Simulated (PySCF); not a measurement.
## `[SeH][Ni-2]([SeH])([SeH])[SeH]`, [H₄NiSe₄]2-, charge -2

Cartesian coordinates in Å; atom numbers follow the order of the lines, from 1:
```xyz
9

Ni   -0.228   -0.303   -0.219
Se    0.300    0.305    1.842
H     0.707    1.656    1.558
Se    2.158   -0.027   -1.277
H     2.619   -1.048   -0.425
Se   -1.641    1.666   -0.896
H    -0.483    2.093   -1.585
Se   -1.104   -2.475    0.300
H    -2.327   -1.866    0.703
```

Total charge -2.

Computed, not measured: GIAO B3LYP/def2-SVP (def2-TZVP on Ni) magnetisability, rotational g tensor and spin-rotation constants, non-relativistic, gas phase in PySCF 2.14.0. Geometry: GFN2-xTB.

The calculation is non-relativistic, which matters for the atoms heavier than Zn. For an ion the centre-of-mass motion in the field is neglected. The highest occupied orbital is unbound at this level, so the values depend on the basis.

(1) How diamagnetic is it, and how anisotropic?

(2) Split it along the inertial axes a, b, c into diamagnetic and paramagnetic parts about the centre of mass, with the quadrupole moment.

(3) And the rotational g tensor?

Results:

(1) Isotropic -833 × 10⁻³⁰ J/T², or -50.2 × 10⁻⁶ cm³/mol; principal values -2682, -413, 595 × 10⁻³⁰ J/T², anisotropy 2907 × 10⁻³⁰ J/T² (root of half the summed squared differences of the principal values). The susceptibility is in cgs units.

(2) 
| axis | χ (10⁻⁶ cm³/mol) | diamagnetic (10⁻⁶ cm³/mol) | paramagnetic (10⁻⁶ cm³/mol) | summed x² of all electrons (Å²) | quadrupole Θ (D Å) |
| --- | --- | --- | --- | --- | --- |
| a | 31.5 | -2262.0 | 2293.5 | 374.5 | -6.98 |
| b | -22.6 | -2433.5 | 2410.9 | 334.1 | -7.19 |
| c | -159.4 | -3006.2 | 2846.8 | 199.1 | +14.16 |

Anisotropies 2χaa − χbb − χcc = +245.0 and 2χbb − χaa − χcc = +82.6 × 10⁻⁶ cm³/mol. Θ is traceless in Buckingham's convention.

(3) 
```tsv
axis	rotational constant (GHz)	g	nuclear part	electronic part
a	0.4543	-0.0519	0.4376	-0.4895
b	0.4197	-0.0373	0.4381	-0.4754
c	0.3352	-0.0102	0.4381	-0.4483
```
Asymmetric top; isotopes 1H, 58Ni, 80Se; no vibrational averaging.
